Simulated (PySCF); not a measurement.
chlorosilylformaldehyde (CH3ClOSi), SMILES Cl[SiH2]C=O. Heavy atoms are numbered as in [O:1]=[CH:2][SiH2:3][Cl:4]. Hydrogens are named by the atom that carries them.

Geometry: B3LYP-D3(BJ)/def2-SVP. One conformer was computed; it need not be the lowest.

Computed with HF/def2-TZVPD run with PySCF.

Mulliken values depend strongly on the basis, most of all with diffuse functions as here. Atomic charges (e), one atom of each kind:

```tsv
atom	IAO	Mulliken
O1	-0.43	-0.49
C2 (CH)	0.05	0.07
Si3 (SiH2)	0.96	0.61
Cl4	-0.36	-0.41
H on C2	0.10	0.26
H on Si3	-0.15	-0.02
```
